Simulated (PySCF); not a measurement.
C₃H₇BFN, SMILES FB(C(=C)C)N.

Geometry optimised at B3LYP-D3(BJ)/def2-SVP. The structure was generated by enumeration, and PubChem lists no compound with its InChIKey, so it may never have been made. The values are those of a single conformer.

Two levels are set side by side: PBE/def2-TZVP (PySCF) and B3LYP/def2-TZVP (PySCF). Same geometry, gas phase. Differences are taken from unrounded values.

```
quantity                     B3LYP    PBE  PBE minus B3LYP
---------------------------  -----  -----  ---------------
orbital gap (eV)              6.42   4.77            -1.65
highest occupied level (eV)  -7.15  -6.24             0.91
lowest empty level (eV)      -0.73  -1.47            -0.74
dipole moment (D)             2.28   2.30             0.01
mean polarisability (bohr³)   59.2   60.9              1.7
```

PBE's occupied levels lie high since its potential decays too fast outside the molecule; exact exchange lowers them and widens the gap. Differences between two approximate levels are no errors against the true value.

Rough cost on one machine, each run with all the roots and properties that it gave: B3LYP against PBE within a factor of 2.
